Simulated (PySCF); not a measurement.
disodium (Na2), singlet, geometry from GFN2-xTB (such geometries of metal compounds can be far from the true shape). Base run: M062X/cc-pVDZ in PySCF.

Geometry (Å):
```xyz
2

Na     0.0000     0.0000    -1.3663
Na     0.0000     0.0000     1.3663
```
Charge 0, spin multiplicity 1.
All else is at PySCF's defaults.

Variants of this job, named by their change:

```
change                                     E (Eh)   HOMO (eV)  HOMO-LUMO gap (eV)  core-seconds (rough)
-------------------------------------  ----------  ----------  ------------------  --------------------
base                                   -324.52350       -4.27                3.40                     1
functional = pbe0; dispersion = d3bjm  (withheld)       -3.71          (withheld)                     1
functional = o3lyp                     -324.54920       -3.29                1.92                     2
functional = b97m_v                    -324.49973       -3.21                1.55                    20
functional = camb3lyp                  -324.55655       -4.53                3.88                     2
functional = mn15                      -324.39657       -4.07                2.85                     2
functional = b3lyp5                    (withheld)  (withheld)          (withheld)                     1
functional = m06l                      -324.53600       -3.11                1.75                     2
functional = hf                        -323.69942       -4.66                4.85                   0.4
functional = pbe; dispersion = d3zero  (withheld)       -3.22                1.54                     1
functional = r2scan                    -324.50691       -3.22                1.72                     2
functional = revpbe                    -324.49523       -3.16                1.54                     1
functional = pw6b95                    (withheld)       -3.71          (withheld)                     1
```

**Question.** Complete the blanks.

**Answer.** 
- functional = pbe0; dispersion = d3bjm, E (Eh): -324.38009
- functional = pbe0; dispersion = d3bjm, HOMO-LUMO gap (eV): 2.49
- functional = b3lyp5, E (Eh): -324.52292
- functional = b3lyp5, HOMO (eV): -3.57
- functional = b3lyp5, HOMO-LUMO gap (eV): 2.24
- functional = pbe; dispersion = d3zero, E (Eh): -324.34467
- functional = pw6b95, E (Eh): -324.91782
- functional = pw6b95, HOMO-LUMO gap (eV): 2.51

Absolute energies of different levels of theory aren't comparable as measures of quality.
